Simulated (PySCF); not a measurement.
# Bond curve of MnI

Set-up: basis Mn def2-TZVP, I def2-TZVP with ECP28; scalar-relativistic core potentials; PySCF 2.14. Energies in eV from Mn (3d5 4s2) + I in their ground configurations at the same level. State: ⁷Σ⁺ (septet), unpaired electrons σ ↑↑, π ↑↑, δ ↑↑.

All columns are PBE0. A positive dipole means Mn(−)I(+).

| R (Å) | E (eV) | μ (D) | Mulliken charge on Mn (basis-dependent) | HOMO (eV) | LUMO (eV) | Mayer bond order | ⟨S²⟩ |
| --- | --- | --- | --- | --- | --- | --- | --- |
| 2.245 | -1.998 | -1.26 | 0.36 | -5.05 | -2.40 | 1.12 | 12.01 |
| 2.350 | -2.439 | -1.83 | 0.36 | -5.25 | -2.41 | 1.07 | 12.01 |
| 2.454 | -2.676 | -2.42 | 0.37 | -5.44 | -2.46 | 1.02 | 12.01 |
| 2.533 | -2.757 | -2.87 | 0.39 | -5.57 | -2.51 | 0.99 | 12.01 |
| 2.611 | -2.777 | -3.33 | 0.40 | -5.69 | -2.58 | 0.95 | 12.01 |
| 2.689 | -2.751 | -3.80 | 0.42 | -5.81 | -2.67 | 0.91 | 12.00 |
| 2.794 | -2.664 | -4.42 | 0.45 | -5.95 | -2.79 | 0.87 | 12.00 |
| 2.924 | -2.499 | -5.18 | 0.48 | -6.10 | -2.96 | 0.81 | 12.00 |
| 3.081 | -2.256 | -6.06 | 0.52 | -6.24 | -3.17 | 0.76 | 12.00 |
| 3.290 | -1.904 | -7.13 | 0.55 | -6.29 | -3.45 | 0.70 | 12.00 |

A fit through these points gives, at Re = 2.602 Å, μ = -3.28 D and dμ/dR = -5.92 D/Å; the reduced mass is 38.34 u.

Problem. How strong is the fundamental in the double-harmonic approximation, I = 42.26·(dμ/dR)²/μred km/mol?

Solution. I = 42.26·(-5.92)²/38.34 = 38.6 km/mol at PBE0.

The metal atom is held in its measured ground configuration; semilocal functionals can put another filling of s and d lower by some tenths of an eV, and De to that atom would be smaller. Spin–orbit coupling is left out, which matters for elements this heavy, above all for dissociation energies. The state is the lowest single determinant that the PBE0 search found; with open d or f shells the true ground state can be another one.
